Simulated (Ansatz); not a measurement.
The same path of C$_{2}$H$_{7}$ClOSi (12 atoms, charge 0, multiplicity 1) was run 3 times with different band settings. Lost on the way: C3–H9. Made: O2–H9.

Theory: Ansatz, RKS B3LYP-D4/def2-SVP.

Relaxed end points:

```xyz
12
Properties=species:S:1:pos:R:3
C -1.968 -0.105 0.501
O -0.818 0.254 -0.245
C 0.380 -0.179 0.253
Si 1.769 0.209 -1.000
Cl 0.845 0.691 1.848
H -2.843 0.255 -0.056
H -2.037 -1.202 0.621
H -1.946 0.364 1.499
H 0.348 -1.240 0.565
H 1.820 1.678 -1.218
H 1.467 -0.491 -2.283
H 3.059 -0.290 -0.451
```

```xyz
12
Properties=species:S:1:pos:R:3
C -1.917 -0.365 0.558
O -0.755 0.215 -0.090
C 0.608 -0.418 0.403
Si 1.854 0.000 -0.935
Cl 0.945 0.573 1.907
H -2.810 0.121 0.141
H -1.884 -1.432 0.319
H -1.835 -0.213 1.643
H -0.761 1.191 0.028
H 1.972 1.465 -1.283
H 1.474 -0.718 -2.189
H 3.186 -0.475 -0.467
```

Common settings: spring 5.0 eV/Å²; optimiser quadratic models (default); start path through a guess of the saddle point; end points relaxed.

| run | movable images | climbing image | force threshold | iteration limit |
| --- | --- | --- | --- | --- |
| 1 | 7 | yes | 0.05 eV/Å | 53 |
| 2 | 7 | yes | 0.5 eV/Å | 49 |
| 3 | 2 | no | 0.05 eV/Å | 60 |

(1) What does each run give, and how far can it be trusted?

Results:

(1) Run 1: converged after 44 iterations, highest image 3.601 eV above the first end. Neighbouring images differ by up to 2.8 eV, so the band resolves the path poorly. A vibrational analysis at the climbing image gives one clearly imaginary mode, 98i cm⁻¹: a first-order saddle point.
Run 2: converged after 18 iterations, highest image 3.830 eV above the first end. The threshold of 0.5 eV/Å is loose, so the images may lie well off the minimum-energy path. The profile has 2 maxima (images 2, 5) with wells between them (image 4): this band takes more than one step, which may be the mechanism or a detour left from its start path. Neighbouring images differ by up to 2.7 eV, so the band resolves the path poorly. The order of the stationary point at the top wasn't checked.
Run 3: converged after 13 iterations, highest image 3.557 eV above the first end. Neighbouring images differ by up to 2.5 eV, so the band resolves the path poorly. No image climbed, so the highest image needn't sit at the top of the path. So few images can step over the top or miss a turn of the path.
The orbitals stay closed-shell, which can raise the energy where a bond breaks towards radicals; this wasn't checked here.
